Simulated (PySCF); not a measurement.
## Broadened absorption spectrum of C4H7ClOSi

Species: C₄H₇ClOSi.
Cartesian coordinates in Å at the GFN2-xTB level; atoms count from 1:
```
atom  x, y, z in Å
C1    -2.0458   -0.4333   -0.0418
C2    -0.7712   -0.0968   -0.1271
C3    -0.2938    1.3342   -0.0563
O4     1.0771    1.3903    0.2657
Si5    1.8217   -0.0499    0.4383
Cl6    3.5078   -0.0500   -0.6427
C7     0.3701   -1.0619   -0.2645
H8    -2.3632   -1.4602   -0.0924
H9    -2.8217    0.3049    0.0688
H10   -0.4318    1.8348   -1.0224
H11   -0.8495    1.8942    0.7019
H12    2.1228   -0.3147    1.8384
H13    0.5280   -1.2899   -1.3218
H14    0.1488   -2.0022    0.2338
```

Computed with PySCF 2.14.0, density-fitted response routines, TDDFT CAM-B3LYP/def2-SVPD, vertical, gas phase, core orbitals frozen in the response.

Computed states:

| state | E (eV) | f |
| --- | --- | --- |
| S1 | 6.67 | 0.303 |
| S2 | 6.92 | 0.016 |
| S3 | 7.16 | 0.022 |
| S4 | 7.62 | 0.0053 |
| S5 | 7.68 | 0.017 |
| S6 | 7.83 | 0.010 |
| S7 | 7.90 | 0.030 |
| S8 | 7.97 | 0.016 |

Broadening: Gaussians 0.4 eV wide at half height, area fixed by f = 4.319×10⁻⁹ ∫ε dν̃. The width is an assumption, not a result. The curve ends short of the highest state used, and states not computed would add to its high-energy end.

Question: Give the broadened spectrum and its maxima.

Answer: 
E (eV), ε (L mol⁻¹ cm⁻¹) and a bar:
```
     6.07         39 
     6.13        126 
     6.18        310 
     6.24        809 #
     6.30       1865 ###
     6.35       3403 #####
     6.41       6246 #########
     6.47      10125 ###############
     6.52      13776 ####################
     6.58      17803 ##########################
     6.64      20357 #############################
     6.69      20760 ##############################
     6.75      19082 ############################
     6.81      15687 #######################
     6.86      12338 ##################
     6.92       8599 ############
     6.98       5746 ########
     7.03       4145 ######
     7.09       2969 ####
     7.14       2384 ###
     7.20       1911 ###
     7.26       1542 ##
     7.31       1292 ##
     7.37       1106 ##
```

Maxima: 186 nm (6.68 eV), ε about 21000, made up of S1 (98%) (ε in L mol⁻¹ cm⁻¹; maxima over ε = 5, shares over 10%).

Question: What would ε be at 6.68 eV, the highest of these maxima, with half the width (0.2 eV)?

Answer: About 40700 L mol⁻¹ cm⁻¹ against 20800, a factor of about 1.95; a lone state at its own centre would give exactly 2.

Question: On this curve, what absorbance would a 10⁻³ mol/L sample give at 193 nm over a 1 cm path?

Answer: 193 nm is 6.424 eV, where ε is about 7100 L mol⁻¹ cm⁻¹, so A = ε c l ≈ 7.1 (Beer–Lambert, with the gas-phase spectrum and the assumed width).

Question: Coming from long wavelengths, where does ε first pass 100 L mol⁻¹ cm⁻¹?

Answer: At about 203 nm (6.12 eV), 0.55 eV below S1.

Time: 89 s of wall time (with the writing of density and orbital grids); peak memory 0.95 GiB. Hardware: one thread, Arm Neoverse N1 (aarch64), on a shared host.

One conformer stands for the species.
